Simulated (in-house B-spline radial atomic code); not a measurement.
A run on the zinc ion Zn⁺ (an excited or competing configuration) that did not converge. Method: non-relativistic wB97X, spin-polarised, spherical fractional occupations, exact exchange averaged over the configuration, point nucleus; computed with an all-electron radial atomic-structure program (B-spline basis).

Command:
```bash
python run_scf.py task.json out
```
Settings:
```
Z                30
configuration    [Ar] 3d10 5f1
hamiltonian      nr
method           wb97x
spin_polarised   True
exact_exchange   averaged over the configuration
```

First and last ten iterations of the last attempt (damped for 15 steps, keeping 80 % of the old Fock matrix, then DIIS):
```
 iter        energy (Eh)    residual
    1       -1777.685192    3.94e-01
    2       -1777.693520    1.78e-01
    3       -1778.307593    9.35e-02
    4       -1778.498195    4.83e-02
    5       -1778.552303    2.91e-02
    6       -1778.567048    2.03e-02
    7       -1778.571104    1.47e-02
    8       -1778.572304    1.08e-02
    9       -1778.572717    8.08e-03
   10       -1778.572905    6.09e-03
  111       -1778.573066    2.51e-04
  112       -1778.573071    2.34e-04
  113       -1778.573069    5.32e-04
  114       -1778.573065    2.46e-04
  115       -1778.573068    2.38e-04
  116       -1778.573070    2.29e-04
  117       -1778.573036    5.94e-04
  118       -1778.572966    7.37e-04
  119       -1778.573056    6.80e-04
  120       -1778.573074    6.49e-04
 not converged after 120 iterations
```

The smallest residual met was 2.1e-04; the threshold is about 3e-07. No energy from this run should be used. Cost of the run: 34 s on 1 thread of Arm Neoverse N1, with other jobs on the host.
